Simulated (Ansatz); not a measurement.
Input for Ansatz (a quantum-chemistry and plane-wave program): R-r2SCAN/def2-TZVPP on ClHPbS (SMILES [SH][Pb][Cl]), a point of a torsion scan. Elements past Kr take the def2 small-core potentials; no spin–orbit coupling.

Ansatz 0.2 input:
```yaml
crystal:
  periodic: [false, false, false]
  atoms:
    - {symbol: S, position_ang: [-1.59659649, 0.46553019, -0.27763047]}
    - {symbol: Pb, position_ang: [0.89095312, 1.10206954, -0.31828796]}
    - {symbol: Cl, position_ang: [1.62200040, 0.06698338, -2.46329283]}
    - {symbol: H, position_ang: [-1.47695968, -0.68976644, 0.35772592]}
basis:
  gaussian:
    orbitals: def2-TZVPP
hamiltonian:
  xc: {name: r2SCAN}
scf: {lower_state_search: off}
```

Output:

```
WARN ansatz: RAYON_NUM_THREADS=1 ignored (pool sized by the plan → 1); use --threads N
Functional definition: r2SCAN
these checks for a lower state are left out or cut short: stability, starts, cluster_reference, orbital_swaps, neighbouring_geometries, increment
integrals: 0.08 GiB planned
1019 factors; their error is unknown
mean field: 0.46 GiB planned
mean field evaluation 1: about -28624.0774 eV, gradient 2.9e1 eV
mean field evaluation 2: about -28587.2481 eV, gradient 9.1e1 eV
mean field evaluation 4: about -28626.6682 eV, gradient 6.2e0 eV
mean field evaluation 8: about -28626.7759 eV, gradient 8.8e-2 eV
mean field evaluation 16: about -28626.7585 eV, gradient 1.2e-4 eV
mean field -28626.75852190 eV, -1052.0139717659 hartree, gradient 5.7e-6 eV, S^2 0.000000; 0 other end points of the search recorded, 0 dependent functions left out
reference -28626.75853366 eV, -1052.0139721981 hartree; 28, 28 occupied and 120, 120 virtual orbitals, 1019 factors
Total energy: -28626.75853366 eV, -1052.0139721981 hartree
Checks for a lower state left out: stability, starts, cluster_reference, orbital_swaps, neighbouring_geometries, increment
```

Self-consistency was reached.

Cost: about 2.1 core-seconds (a rough figure).
